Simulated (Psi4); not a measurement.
Two rigid molecules brought together: H4Si ··· Li+ (SMILES [SiH4] and [Li+]) (charge +1). Monomers: optimised at B3LYP-D3(BJ) (def2-TZVP), held rigid. Orientation: lowest of the rigid-body minima from ten starts at GFN2-xTB. The monomers approach along the line of their centres of mass (distance R); nothing else relaxes.

Levels: PBE/def2-TZVP, counterpoise-corrected (Psi4); PBE-D3(BJ)/def2-TZVP, counterpoise-corrected (Psi4); CCSD(T)/aug-cc-pVDZ = DF-CCSD(T)/aug-cc-pVDZ, all electrons correlated, counterpoise-corrected run with Psi4.

Interaction energies in kJ/mol; the last columns give the difference from CCSD(T):

```csv
R / Å,PBE/def2-TZVP,PBE-D3(BJ)/def2-TZVP,CCSD(T)/aug-cc-pVDZ,PBE/def2-TZVP − CCSD(T)/aug-cc-pVDZ,PBE-D3(BJ)/def2-TZVP − CCSD(T)/aug-cc-pVDZ
3.35,-48.48,-51.25,-44.18,-4.30,-7.07
3.56,-43.45,-48.34,-40.34,-3.11,-8.00
3.79,-35.93,-41.79,-33.80,-2.13,-7.99
3.93,-31.40,-36.94,-29.72,-1.68,-7.22
4.23,-22.98,-27.61,-21.99,-0.99,-5.62
4.59,-15.60,-19.13,-15.14,-0.46,-3.99
5.03,-9.86,-12.23,-9.78,-0.08,-2.45
5.74,-5.09,-6.23,-5.23,0.14,-0.99
6.73,-2.39,-2.80,-2.54,0.15,-0.26
8.09,-1.05,-1.17,-1.14,0.09,-0.04
```

PBE/def2-TZVP is furthest from CCSD(T)/aug-cc-pVDZ at 3.35 (-4.30 kJ/mol, below); its mean absolute difference over the points is 1.31 kJ/mol.

PBE-D3(BJ)/def2-TZVP is furthest from CCSD(T)/aug-cc-pVDZ at 3.56 (-8.00 kJ/mol, below); its mean absolute difference over the points is 4.36 kJ/mol.
